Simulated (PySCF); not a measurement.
Static response to an electric field

Compound: C₃H₈N₂OSi.
Atom-mapped SMILES: `[H]/[N:7]=[CH:6]/[SiH2:5][NH:4][C:2]([CH3:1])=[O:3]` (hydrogens: H8, H9, H10 on C1; H11 on N4; H12, H13 on Si5; H14 on C6; H15 on N7)

Geometry (GFN2-xTB, Å), atoms numbered from 1 in this order:
```xyz
15
C3H8N2OSi angstrom
C     -2.6890    0.1676    0.1364
C     -1.4322   -0.6297   -0.1044
O     -1.4147   -1.8052   -0.4092
N     -0.2612    0.0311    0.0272
Si     1.1830   -0.8966   -0.2663
C      2.5273    0.4190    0.0092
N      2.1987    1.5913    0.3270
H     -2.7754    0.9449   -0.6205
H     -2.6499    0.6403    1.1154
H     -3.5550   -0.4855    0.0802
H     -0.2412    1.0086    0.2755
H      1.2368   -1.3692   -1.6477
H      1.3300   -1.9690    0.7154
H      3.5733    0.1069   -0.1216
H      2.9652    2.2535    0.4615
```

Level: CAM-B3LYP/def2-SVPD (PySCF), static field, nuclei fixed, core orbitals frozen in the response. The polarisability tensor in these axes (au):

```
x   92.58  3.87 -0.25
y    3.87 85.10  6.25
z   -0.25  6.25 60.38
```

Give the principal values, the mean and the anisotropy Δα = √{½[(α1 − α2)² + (α2 − α3)² + (α1 − α3)²]}.

Principal values 58.86, 84.83 and 94.38 au; mean 79.36 au = 11.76 Å³ = 13.08 × 10⁻⁴⁰ C²·m²/J; Δα = 31.84 au (40 % of the mean).

What is the dipole moment, and where does it point?

(1.85, 2.83, 0.64) D, 3.44 D in size, pointing from the negative to the positive side. Measured along this direction, the outermost atoms are O3 and H10 at the negative end and H15 at the positive end.

What would n − 1 = 2πNα be for an ideal gas of these molecules at 273.15 K and 1 atm, electronic part alone?

N = p/kT = 2.6868 × 10¹⁹ cm⁻³, so n − 1 = 2π × N × 11.76 × 10⁻²⁴ cm³ = 1985 × 10⁻⁶ at long wavelengths.

Orientational against electronic polarisability at 298 K (dilute gas, rigid molecules)?

In Gaussian units μ²/3kT = 95.85 Å³ against 11.76 Å³, a ratio of 8.15; the Debye molar polarisation (4π/3)N_A(α + μ²/3kT) is 271.5 cm³/mol, leaving out the vibrational part.

Find the Langevin capture rate constant for NO+ (29.998 u) meeting this molecule (116.041 u), k = 2.342 × 10⁻⁹ cm³/s × √(α in Å³ / reduced mass in u).

The reduced mass is 23.84 u, so k = 1.64 × 10⁻⁹ cm³/s. The formula leaves out the permanent dipole, which adds to the capture rate.

Isolated species at its GFN2-xTB geometry (one conformer only).
